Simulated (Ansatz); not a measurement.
C₄H₅NSi, SMILES [SiH](C#C)(C#C)N.

The structure is a stationary point at PBE0-D3(BJ)/def2-SVP. The structure was generated by enumeration, and PubChem lists no compound with its InChIKey, so it may never have been made. One conformer was computed; it need not be the lowest.

Two levels are set side by side: PBE/def2-TZVPD (Ansatz, a first-principles code) and PBE0/def2-TZVPD (Ansatz). Energy differences of separate SCF runs at the same geometry; the states with an electron removed or added have multiplicity 2 and 2. Differences are taken from unrounded values.

| quantity | PBE0 |
|---|---|
| vertical ionisation energy (eV) | 9.55 |
| vertical singlet–triplet gap (eV) | 4.91 |

Q: What does PBE give, and how far is it from PBE0? (Estimate from the structure and the level; the computed values follow.)

A: 
```csv
quantity,PBE,PBE minus PBE0
vertical ionisation energy (eV),9.14,-0.41
vertical singlet–triplet gap (eV),4.66,-0.25
```
